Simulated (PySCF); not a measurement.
C6H11F3Ge.
SMILES with atom numbers: `[F:1][C:2]([F:3])([F:4])[CH2:5][C@H:6]1[CH2:7][CH2:8][CH2:9][GeH2:10]1` (hydrogens: H11, H12 on C5; H13 on C6; H14, H15 on C7; H16, H17 on C8; H18, H19 on C9; H20, H21 on Ge10)

Structure used (PBE0-D3(BJ)/def2-SVP), in Å, numbered top down from 1:
```
atom  x, y, z in Å
F1     3.349    0.591   -0.344
C2     2.633    0.294    0.748
F3     2.310    1.456    1.330
F4     3.443   -0.358    1.588
C5     1.427   -0.539    0.404
C6     0.458    0.141   -0.560
C7    -0.554   -0.848   -1.167
C8    -1.767   -1.021   -0.249
C9    -2.352    0.359    0.068
Ge10  -0.745    1.476    0.304
H11    1.827   -1.465   -0.044
H12    0.950   -0.829    1.353
H13    1.048    0.608   -1.363
H14   -0.905   -0.447   -2.134
H15   -0.076   -1.818   -1.390
H16   -2.514   -1.688   -0.711
H17   -1.453   -1.517    0.687
H18   -3.014    0.356    0.946
H19   -2.937    0.740   -0.785
H20   -0.401    1.709    1.786
H21   -0.797    2.824   -0.438
```

Computed with TDDFT B3LYP/def2-SVPD, vertical, gas phase, core orbitals frozen in the response (PySCF 2.14.0, density-fitted response routines). Relativistic effects, spin–orbit coupling among them, are left out although an element past zinc is present.

Ground-to-excited transition dipoles (e·a0, same axes as the geometry; the sign carries no meaning), for the states with f of 0.002 or more among the lowest 7:

```json
{"state": "S1", "E (eV)": "6.904", "μx": "0.042", "μy": "0.152", "μz": "0.063"}
{"state": "S2", "E (eV)": "7.423", "μx": "-0.117", "μy": "-0.094", "μz": "-0.053"}
{"state": "S3", "E (eV)": "7.522", "μx": "-0.033", "μy": "0.687", "μz": "0.329"}
{"state": "S4", "E (eV)": "7.690", "μx": "0.194", "μy": "-0.117", "μz": "-0.020"}
{"state": "S5", "E (eV)": "7.734", "μx": "-0.272", "μy": "0.153", "μz": "-0.010"}
{"state": "S6", "E (eV)": "7.834", "μx": "-0.312", "μy": "-0.088", "μz": "0.049"}
{"state": "S7", "E (eV)": "7.972", "μx": "0.897", "μy": "-0.332", "μz": "-0.203"}
```

Q: What oscillator strength does each state have?

A: f = (2/3) ΔE |μ|² with ΔE in hartree (27.2114 eV).

```
state  |μ|² (au)  |μ| (D)      f
   S1      0.029     0.43  0.005
   S2      0.025     0.40  0.005
   S3      0.581     1.94  0.107
   S4      0.052     0.58  0.010
   S5      0.098     0.79  0.018
   S6      0.107     0.83  0.021
   S7      0.955     2.48  0.187
```

Q: Which bond between heavy atoms lies closest to the direction of the S7 transition dipole?

A: C6–Ge10, at 29° from it; next C7–C8 at 36°.

Q: What angle do the transition dipoles of S5 and S6 make?

A: |cos θ| = |μa·μb| / (|μa| |μb|) = 0.69, so θ ≈ 46° (taken between 0 and 90°, since the signs are arbitrary).

Q: What peak molar absorption coefficient would the strongest computed level give as a lone Gaussian band 0.3 eV wide at half height?

A: ε(max) = 2.175×10⁸ f / FWHM, with the width in cm⁻¹. S7: 2.175×10⁸ × 0.1866 / 2420 ≈ 17000 L mol⁻¹ cm⁻¹.

All these states lie below the vertical ionisation energy of 9.75 eV (ΔSCF).

One conformer stands for the species.

Without π bonds the low states may be Rydberg-like; a valence basis with one diffuse set may place them up to an eV too high.
